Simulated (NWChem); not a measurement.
System: BeF2; SMILES [F][Be][F]

Parts of the log:

```
             Northwest Computational Chemistry Package (NWChem) 7.3.0
             --------------------------------------------------------

                             Geometry "geometry" -> ""
                             -------------------------

 Output coordinates in angstroms (scale by  1.889725989 to convert to a.u.)

  No.       Tag          Charge          X              Y              Z
 ---- ---------------- ---------- -------------- -------------- --------------
    1 Be                   4.0000     0.00000000     0.00000000     0.00000000
    2 F                    9.0000     0.00000000     0.00000000     1.37826400
    3 F                    9.0000     0.00000000     0.00000000    -1.37826400

 Effective nuclear repulsion energy (a.u.)      43.1937861777

  pbe96 is a nonlocal functional; adding pw91lda local functional.

                                 NWChem DFT Module
                                 -----------------

 Summary of "ao basis" -> "ao basis" (spherical)
 ------------------------------------------------------------------------------
       Tag                 Description            Shells   Functions and Types
 ---------------- ------------------------------  ------  ---------------------
 Be                       aug-cc-pvdz                9       23   4s3p2d
 F                        aug-cc-pvdz                9       23   4s3p2d

            General Information
            -------------------
          SCF calculation type: DFT
          Wavefunction type:  closed shell.
          No. of atoms     :     3
          No. of electrons :    22
           Alpha electrons :    11
            Beta electrons :    11
          Charge           :     0
          Spin multiplicity:     1
          Use of symmetry is: off; symmetry adaption is: off
          Maximum number of iterations: 150
          AO basis - number of functions:    69
                     number of shells:    27
          Convergence on energy requested:  1.00D-06
          Convergence on density requested:  1.00D-05
          Convergence on gradient requested:  5.00D-04

              XC Information
              --------------
          PerdewBurkeErnzerhof Exchange Functional  1.000
            Perdew 1991 LDA Correlation Functional  1.000 local
           PerdewBurkeErnz. Correlation Functional  1.000 non-local

[...]

                                NWChem TDDFT Module
                                -------------------

            General Information
            -------------------
           No. of orbitals :     138
            Alpha orbitals :      69
             Beta orbitals :      69
        Alpha frozen cores :       0
         Beta frozen cores :       0
     Alpha frozen virtuals :       0
      Beta frozen virtuals :       0
         Spin multiplicity :       1
    Number of AO functions :      69
        Use of symmetry is : off
      Symmetry adaption is : off
         Schwarz screening :  0.10D-07

              XC Information
              --------------
   PerdewBurkeErnzerhof Exchange Functional   1.00
     Perdew 1991 LDA Correlation Functional   1.00 local
    PerdewBurkeErnz. Correlation Functional   1.00 non-local

             TDDFT Information
             -----------------
          Calculation type : TDDFT
         Wavefunction type : Restricted singlets
          No. of electrons :      22
           Alpha electrons :      11
            Beta electrons :      11
              No. of roots :       6
          Max subspacesize :    5200
            Max iterations :     100
               Target root :       1
           Target symmetry : none
      Symmetry restriction : off
                 Algorithm : Optimal
        Davidson threshold :  0.10D-03

    6 smallest eigenvalue differences (eV)
--------------------------------------------------------
  No. Spin  Occ  Vir  Irrep   E(Occ)    E(Vir)   E(Diff)
--------------------------------------------------------
    1    1   11   12 a        -0.361    -0.054     8.352
    2    1   10   12 a        -0.361    -0.054     8.352
    3    1    9   12 a        -0.383    -0.054     8.972
    4    1    8   12 a        -0.383    -0.054     8.972
    5    1   11   13 a        -0.361    -0.001     9.786
    6    1   10   13 a        -0.361    -0.001     9.786
--------------------------------------------------------

  Entering Davidson iterations
  Restricted singlet excited states

  Iter   NTrls   NConv    DeltaV     DeltaE      Time
  ----  ------  ------  ---------  ---------  ---------
    1      6       0     0.34E+00   0.10+100        2.1
    2     12       0     0.25E-01   0.35E-01        2.1
    3     24       1     0.13E-01   0.10E-03        2.9
    4     34       1     0.66E-02   0.55E-04        2.6
    5     44       1     0.43E-02   0.13E-04        2.6
    6     54       1     0.18E-02   0.54E-05        2.4
    7     64       1     0.13E-02   0.71E-06        2.4
    8     74       3     0.99E-03   0.47E-06        2.5
    9     80       5     0.80E-03   0.29E-06        2.0
   10     82       5     0.69E-03   0.25E-06        1.5
   11     84       5     0.65E-03   0.52E-07        1.5
   12     86       5     0.51E-03   0.12E-06        1.5
   13     88       5     0.28E-03   0.98E-07        1.5
   14     90       5     0.14E-03   0.24E-07        1.5
   15     92       6     0.88E-04   0.51E-08        1.6
  ----  ------  ------  ---------  ---------  ---------
  Convergence criterion met

  Ground state a        -214.395004503083 a.u.

[...]
```

Level: PBE/aug-cc-pVDZ, full TDDFT. The geometry was optimised at PBE0-D3(BJ)/def2-TZVP.

**Question.** Reconstruct the input file.

**Answer.** One answer among several that fit: the input that was run:
```
start job
memory heap 200 mb stack 900 mb global 1100 mb
geometry units angstroms noautosym nocenter noautoz
  Be     0.000000     0.000000     0.000000
  F      0.000000     0.000000     1.378264
  F      0.000000     0.000000    -1.378264
end
basis spherical
  Be library aug-cc-pvdz
  F library aug-cc-pvdz
end
dft
  xc xpbe96 cpbe96
  iterations 150
end
tddft
  nroots 6
  notriplet
end
task tddft energy
```
